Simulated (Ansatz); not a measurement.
Reaction (cleavage of the Ge–Ge bond): `[F][Ge]([F])([F])[GeH3]` + `N[SiH2]S` → `N[SiH2][S][GeH3]` + `[F][GeH]([F])[F]`

Gas-phase electronic energies from Ansatz, PBE0-D4/def2-TZVP geometries. CCSD(T)/CBS is the MP2 limit (def2-TZVPP, def2-QZVPP) plus CCSD(T) − MP2 in def2-TZVPP, frozen cores. DFT in def2-TZVPP. HSE06 is defined as in plane-wave codes. For Ge outer-core shells are correlated without core-valence functions, which leaves a few kJ/mol of doubt a bond. Scalar relativity is left out up to krypton. One conformer a species, not always the lowest.

```tsv
level	ΔE (kJ/mol)
ωB97X-V	-11.7
BLYP	4.6
HSE06	-8.2
LC-ωPBE	-9.6
CCSD/def2-SVP	-17.3
SCS-MP2/def2-TZVPP	-21.7
CCSD(T)/def2-TZVPP	-16.3
MP2/CBS(def2)	-20.6
```

Question: What does CCSD(T)/CBS give? (Best estimate.)

Answer: Computed: -13.8 kJ/mol. The listed levels differ from it by 2.1, 18.4, 5.6, 4.2, -3.5, -7.9, -2.5, -6.8 kJ/mol.

Largest T1 diagnostic among the species: 0.013.

From BLYP to BHLYP (50 % exact exchange), in def2-TZVPP and without D4, ΔE moves by −13.8 kJ/mol. Leaving LDA and LC-ωPBE aside and taking each functional with its dispersion term where it has one, the values, not all of them listed here, spread over 17.0 kJ/mol, from PBE-QIDH to BLYP-D4. The D4 term adds −4.4 kJ/mol with B3LYP and −2.4 kJ/mol with PBE0; it sums over pairs of atoms, weighted by their polarisabilities, and B3LYP, whose exchange is more repulsive, gets the larger term.

B3LYP here is the variant with VWN-RPA as its local correlation; programs differ in this.
